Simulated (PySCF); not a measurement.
## UHF on Ca⁺ (calcium, charge +1)

Configuration: [Ar] 4s1, 2S determinant. Computed with PySCF 2.14 in aug-cc-pVDZ-X2C, with scalar relativity by spin-free X2C-1e.

```json
{
  "Total energy": "-679.440087 hartree",
  "One-electron energy": "-925.4331 hartree",
  "Hartree (Coulomb) energy": "281.3337 hartree",
  "Exchange energy": "-35.3407 hartree",
  "⟨S²⟩": "0.7502",
  "⟨L²⟩": "0.000",
  "Sum of ⟨r⟩": "16.51 bohr",
  "Sum of ⟨r²⟩": "31.29 bohr²",
  "Langevin diamagnetic susceptibility": "-24.8 ×10⁻⁶ cm³/mol",
  "Time after the integrals": "0.07 s of wall time on 1 thread of Neoverse-V1 (shared host)"
}
```

| shell | electrons | mean orbital energy (hartree) | rms radius, mean of both spins (bohr) |
| --- | --- | --- | --- |
| 1s α | 1 | -150.36860 | 0.0888 |
| 1s β | 1 | -150.36637 | 0.0888 |
| 2s α | 1 | -17.21742 | 0.393 |
| 2s β | 1 | -17.21354 | 0.393 |
| 2p α | 3 | -13.89075 | 0.362 |
| 2p β | 3 | -13.88946 | 0.362 |
| 3s α | 1 | -2.51173 | 1.24 |
| 3s β | 1 | -2.50146 | 1.24 |
| 3p α | 3 | -1.58709 | 1.38 |
| 3p β | 3 | -1.58275 | 1.38 |
| 4s α | 1 | -0.41770 | 3.97 |

Densities and radii are taken from the X2C orbitals without a picture-change correction, which distorts them close to the nucleus.
